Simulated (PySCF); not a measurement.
**Cu⁺: excitation energy**

Cu⁺ [Ar] 3d10 (1S) → Cu⁺ [Ar] 3d9 4s1 (3D), as a difference of total energies. All numbers are calculated (PySCF 2.14, scalar relativity by spin-free X2C-1e, in ANO-RCC-VTZP (6s5p3d2f1g, 59 functions)). Correlated levels: valence: [Ar] frozen. The calculations carry no spin-orbit coupling.

Problem. Order these methods by the excitation energy they give, lowest first.
A. SCS-MP2 (valence)
B. UHF
C. MP2 (valence)
D. CCSD (valence)

Solution. B (0.773 eV), D (2.631 eV), A (3.325 eV), C (3.622 eV).

Errors of the correlated levels include the incompleteness of this basis and the frozen core.

The basis was made for the ground configuration and has no added diffuse functions, so the excitation energy can come out too high.

For comparison: 2.808 eV (measured; NIST levels, between the centres of gravity of the two terms).
